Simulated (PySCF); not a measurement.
PySCF input for silylarsine (AsH5Si), SMILES [SiH3][AsH2], TDA-PBE/def2-SVPD. Coordinates come from a PBE-D3(BJ)/def2-TZVP optimisation.

```python
import numpy as np
from pyscf import gto, scf, dft, tdscf

mol = gto.M(
    atom='''
    Si   -1.57683049    0.00489152    0.00000000
    As    0.80605220   -0.06182331   -0.00000000
    H    -2.06356209   -0.71855241    1.21486036
    H    -2.06356209   -0.71855234   -1.21486041
    H    -2.14111153    1.38916108    0.00000004
    H     0.87207000    1.00981577    1.09944524
    H     0.87207001    1.00981584   -1.09944517
    ''',
    basis='def2-SVPD',
    charge=0,
    spin=0,
    symmetry=True,
    max_memory=1600,
    verbose=4,
)
mf = dft.RKS(mol, xc='pbe').density_fit(auxbasis='def2-universal-jkfit')
mf.grids.level = 3
mf.conv_tol = 1e-9
mf.max_cycle = 100
mf.kernel()
mf.grids = dft.Grids(mol).set(level=1).build(with_non0tab=True)  # coarser grid for the response kernel
td = tdscf.TDA(mf)
td.singlet = True
td.nstates = 10
td.conv_tol = 1e-4
td.positive_eig_threshold = 1e-6
td.kernel(x0=td.get_init_guess(mf, 15))
td.analyze()
tt = tdscf.TDA(mf)
tt.singlet = False
tt.nstates = 4
tt.conv_tol = 1e-4
tt.positive_eig_threshold = 1e-6
tt.kernel(x0=tt.get_init_guess(mf, 9))
tt.analyze(verbose=3)
```

Log of the run:

```
PySCF version 2.14.0

[INPUT] verbose = 4
[INPUT] num. atoms = 7
[INPUT] num. electrons = 52
[INPUT] charge = 0
[INPUT] spin (= nelec alpha-beta = 2S) = 0
[INPUT] symmetry True subgroup None
[INPUT] Mole.unit = angstrom
[INPUT] Symbol           X                Y                Z      unit          X                Y                Z       unit  Magmom
[INPUT]  1 Si    -1.576830490000   0.004891520000   0.000000000000 AA   -2.979777770964   0.009243633133   0.000000000000 Bohr   0.0
[INPUT]  2 As     0.806052200000  -0.061823310000   0.000000000000 AA    1.523217900103  -0.116829124014   0.000000000000 Bohr   0.0
[INPUT]  3 H     -2.063562090000  -0.718552410000   1.214860360000 AA   -3.899567191135  -1.357867261046   2.295753359991 Bohr   0.0
[INPUT]  4 H     -2.063562090000  -0.718552340000  -1.214860410000 AA   -3.899567191135  -1.357867128765  -2.295753454477 Bohr   0.0
[INPUT]  5 H     -2.141111530000   1.389161080000   0.000000040000 AA   -4.046114393848   2.625133984105   0.000000075589 Bohr   0.0
[INPUT]  6 H      0.872070000000   1.009815770000   1.099445240000 AA    1.647973461449   1.908275241567   2.077650392557 Bohr   0.0
[INPUT]  7 H      0.872070010000   1.009815840000  -1.099445170000 AA    1.647973480347   1.908275373848  -2.077650260276 Bohr   0.0

nuclear repulsion = 163.390545433459
point group symmetry = Cs
symmetry origin: [ 1.45363535e-09 -3.63408863e-10  2.18045323e-09]
symmetry axis x: [ 1.00000000e+00 -6.42454942e-10  1.03177246e-09]
symmetry axis y: [ 6.42454943e-10  1.00000000e+00 -7.45941659e-10]
symmetry axis z: [-1.03177245e-09  7.45941562e-10  1.00000000e+00]
num. orbitals of irrep A' = 65
num. orbitals of irrep A" = 37
number of shells = 44
number of NR pGTOs = 172
number of NR cGTOs = 102
basis = def2-SVPD
ecp = {}


[settings echo left out]
init E= -2526.5820077342
HOMO (A') = -0.284801316360672  LUMO (A') = -0.0606443762529461  gap/eV = 6.09962
cycle= 1 E= -2527.48904827339  delta_E= -0.907  |g|= 0.278  |ddm|= 2.72
HOMO (A') = -0.223967042899735  LUMO (A') = -0.0213942865973649  gap/eV = 5.51229
cycle= 2 E= -2527.49461319094  delta_E= -0.00556  |g|= 0.213  |ddm|= 0.59
HOMO (A') = -0.239424611591022  LUMO (A') = -0.0284684502493402  gap/eV = 5.74041
cycle= 3 E= -2527.4996653681  delta_E= -0.00505  |g|= 0.0226  |ddm|= 0.238
HOMO (A') = -0.239871109930802  LUMO (A') = -0.030286083685386  gap/eV = 5.70310
cycle= 4 E= -2527.49985841384  delta_E= -0.000193  |g|= 0.0123  |ddm|= 0.0565
HOMO (A') = -0.241031914145962  LUMO (A') = -0.0305689433377485  gap/eV = 5.72699
cycle= 5 E= -2527.4999133223  delta_E= -5.49e-05  |g|= 0.00183  |ddm|= 0.0238
HOMO (A') = -0.240846632446889  LUMO (A') = -0.0304537230810977  gap/eV = 5.72508
cycle= 6 E= -2527.49991406776  delta_E= -7.45e-07  |g|= 0.000279  |ddm|= 0.00404
HOMO (A') = -0.240883741194602  LUMO (A') = -0.0304685564824507  gap/eV = 5.72569
cycle= 7 E= -2527.49991409941  delta_E= -3.16e-08  |g|= 7.44e-05  |ddm|= 0.000798
HOMO (A') = -0.240870273795788  LUMO (A') = -0.0304627156786483  gap/eV = 5.72548
cycle= 8 E= -2527.49991410235  delta_E= -2.94e-09  |g|= 7.66e-06  |ddm|= 0.000186
HOMO (A') = -0.240871031812328  LUMO (A') = -0.0304631026868307  gap/eV = 5.72549
cycle= 9 E= -2527.49991410238  delta_E= -3.23e-11  |g|= 1.86e-06  |ddm|= 1.87e-05
HOMO (A') = -0.240871183172068  LUMO (A') = -0.0304632312551769  gap/eV = 5.72549
Extra cycle  E= -2527.49991410239  delta_E= -1e-11  |g|= 1.53e-06  |ddm|= 6.98e-06
converged SCF energy = -2527.49991410239
tot grids = 26104
Overwritten attributes  positive_eig_threshold  of <class 'pyscf.tdscf.rks.TDA'>


******** <class 'pyscf.tdscf.rks.TDA'> for <class 'pyscf.df.df_jk.DFSymAdaptedRKS'> ********
nstates = 10 singlet
deg_eia_thresh = 1.000e-03
wfnsym = None
conv_tol = 0.0001
eigh lindep = 1e-12
eigh level_shift = 0
eigh max_cycle = 100


Excitation energies (eV)
[6.04008958 6.32301146 6.34483508 6.84436065 6.87343911 7.18790544
 7.36382129 7.44608693 7.63498198 7.6355414 ]

** Singlet excitation energies and oscillator strengths **
Excited State   1:   A'      6.04009 eV    205.27 nm  f=0.0451
      26 -> 27       -0.11863
      26 -> 28        0.69109
Excited State   2:   A"      6.32301 eV    196.08 nm  f=0.0112
      25 -> 29       -0.13731
      26 -> 29       -0.68042
Excited State   3:   A'      6.34484 eV    195.41 nm  f=0.1943
      25 -> 27        0.17879
      26 -> 27       -0.61187
      26 -> 28       -0.10905
      26 -> 30       -0.20454
      26 -> 32       -0.10183
Excited State   4:   A"      6.84436 eV    181.15 nm  f=0.0056
      25 -> 29       -0.15209
      26 -> 31        0.68467
Excited State   5:   A'      6.87344 eV    180.38 nm  f=0.0104
      25 -> 27        0.23678
      26 -> 27       -0.11799
      26 -> 30        0.64269
Excited State   6:   A'      7.18791 eV    172.49 nm  f=0.0051
      24 -> 29       -0.10818
      25 -> 27       -0.28751
      25 -> 28        0.62434
Excited State   7:   A'      7.36382 eV    168.37 nm  f=0.2000
      25 -> 27        0.45263
      25 -> 28        0.21784
      26 -> 30       -0.10465
      26 -> 32        0.43277
Excited State   8:   A"      7.44609 eV    166.51 nm  f=0.0274
      23 -> 29        0.11678
      24 -> 27       -0.42604
      24 -> 28        0.10859
      25 -> 29       -0.50023
      25 -> 31        0.11329
Excited State   9:   A"      7.63498 eV    162.39 nm  f=0.0019
      23 -> 29        0.19069
      24 -> 27        0.54775
      24 -> 28        0.11261
      25 -> 29       -0.31406
      25 -> 31        0.16810
Excited State  10:   A'      7.63554 eV    162.38 nm  f=0.1004
      24 -> 29       -0.23572
      25 -> 27        0.26885
      25 -> 28        0.13102
      25 -> 30       -0.10717
      26 -> 27        0.15559
      26 -> 30       -0.10412
      26 -> 32       -0.51194
      26 -> 33        0.10607

** Transition electric dipole moments (AU) **
state          X           Y           Z        Dip. S.      Osc.
  1         0.3314     -0.4412     -0.0000      0.3045      0.0451
  2         0.0000      0.0000     -0.2694      0.0726      0.0112
  3        -1.1060      0.1624     -0.0000      1.2497      0.1943
  4        -0.0000      0.0000     -0.1826      0.0333      0.0056
  5        -0.1925      0.1575     -0.0000      0.0619      0.0104
  6         0.0759      0.1516      0.0000      0.0288      0.0051
  7         1.0495      0.0845     -0.0000      1.1086      0.2000
  8        -0.0000     -0.0000      0.3875      0.1501      0.0274
  9         0.0000     -0.0000     -0.1010      0.0102      0.0019
 10         0.6675      0.3022     -0.0000      0.5369      0.1004

** Transition velocity dipole moments (imaginary part, AU) **
state          X           Y           Z        Dip. S.      Osc.
  1         0.0717     -0.0801     -0.0000      0.0116      0.0347
  2        -0.0000     -0.0000     -0.0133      0.0002      0.0005
  3        -0.1501      0.0522      0.0000      0.0252      0.0722
  4         0.0000     -0.0000     -0.0181      0.0003      0.0009
  5        -0.0077      0.0152     -0.0000      0.0003      0.0008
  6         0.0317      0.0161      0.0000      0.0013      0.0032
  7         0.2260      0.0525      0.0000      0.0538      0.1326
  8         0.0000      0.0000      0.0451      0.0020      0.0049
  9        -0.0000      0.0000     -0.0866      0.0075      0.0178
 10         0.0817      0.0987     -0.0000      0.0164      0.0390

** Transition magnetic dipole moments (imaginary part, AU) **
state          X           Y           Z
  1        -0.0000     -0.0000      0.6956
  2        -0.3679     -0.4654     -0.0000
  3         0.0000      0.0000      0.2870
  4        -0.1879     -0.8518     -0.0000
  5         0.0000      0.0000     -0.1046
  6         0.0000     -0.0000     -0.7682
  7        -0.0000     -0.0000     -0.0610
  8         0.5363      0.1232      0.0000
  9         0.4769      0.2596      0.0000
 10        -0.0000      0.0000      0.0877


******** <class 'pyscf.tdscf.rks.TDA'> for <class 'pyscf.df.df_jk.DFSymAdaptedRKS'> ********
nstates = 4 triplet
deg_eia_thresh = 1.000e-03
wfnsym = None
conv_tol = 0.0001
eigh lindep = 1e-12
eigh level_shift = 0
eigh max_cycle = 100


Excitation energies (eV)
[5.23553173 5.53430801 5.67764825 6.50642417]

** Triplet excitation energies and oscillator strengths **
Excited State   1:   A'      5.23553 eV    236.81 nm  f=0.0000
Excited State   2:   A"      5.53431 eV    224.03 nm  f=0.0000
Excited State   3:   A'      5.67765 eV    218.37 nm  f=0.0000
Excited State   4:   A'      6.50642 eV    190.56 nm  f=0.0000
```

The calculation finished and met its thresholds.
